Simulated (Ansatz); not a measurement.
Cartesian coordinates in Å:
```
F 2.0865 0.5213 0.0294
Si 0.7486 -0.2900 -0.1167
F 1.1616 -1.8062 -0.1195
C -0.8639 0.3242 0.2980
O -0.3757 0.2232 -1.1552
H -1.0435 1.3567 0.5860
H -1.7135 -0.3292 0.4781
```

Charge 0, multiplicity 1.

List the B3LYP/def2-TZVPP orbital energies in eV (Ansatz). (Estimate.)

Ansatz gave: Occupied: -1801.41, -672.45, -672.45, -521.01, -278.54, -145.74, -101.10, -101.08, -101.05, -33.75, -33.20, -28.05, -18.48, -16.01, -14.48, -13.76, -13.48, -13.04, -12.77, -12.75, -12.20, -11.43, -8.81, -8.25. Lowest empty: -0.46, 0.52, 1.56, 1.77, 2.01, 2.35, 3.85, 4.66.

B3LYP here is the variant with VWN-RPA as its local correlation; programs differ in this.
